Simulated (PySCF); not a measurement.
**Polarisability and C₆ of Mg (magnesium, neutral)**

[Ne] 3s1 3p1, high-spin 3P determinant (an excited configuration). Calculation: PySCF 2.14, in aug-cc-pVQZ; no relativity, point nucleus. Coupled (time-dependent) response in atomic units; α is the mean over directions.

```tsv
method	mean α (bohr³)	α xx, yy, zz	C₆ (like pair)	S(−4)
UHF	100.6	88.39, 125.2, 88.39	1001	6410
PBE	111.7	89.90, 155.4, 89.90	1122	9488
PBE0	106.3	88.19, 142.4, 88.19	1058	7973
r2SCAN0	104.9	87.71, 139.3, 87.71	1054	7495
```

S(−4) is the Cauchy moment in α(ω) = α(0) + S(−4) ω² + …

α(iu) at PBE0:

| u (hartree) | α(iu) (bohr³) |
| --- | --- |
| 0 | 106.3 |
| 0.0500 | 90.15 |
| 0.100 | 63.86 |
| 0.200 | 31.00 |
| 0.300 | 17.11 |
| 0.500 | 7.271 |
| 0.750 | 3.578 |
| 1.00 | 2.179 |
| 1.50 | 1.114 |
| 2.00 | 0.7068 |
| 3.00 | 0.3745 |
| 5.00 | 0.1615 |

A single London oscillator, α(iu) = α/(1 + u²/ω²), gives C₆ = (3/4) ω α². Matching the computed C₆ needs ω = 4 × 1058 / (3 × 106.3²) = 0.125 hartree.

The components differ because the open shell of this determinant is not spherical; for a pure term their mean is the scalar polarisability.
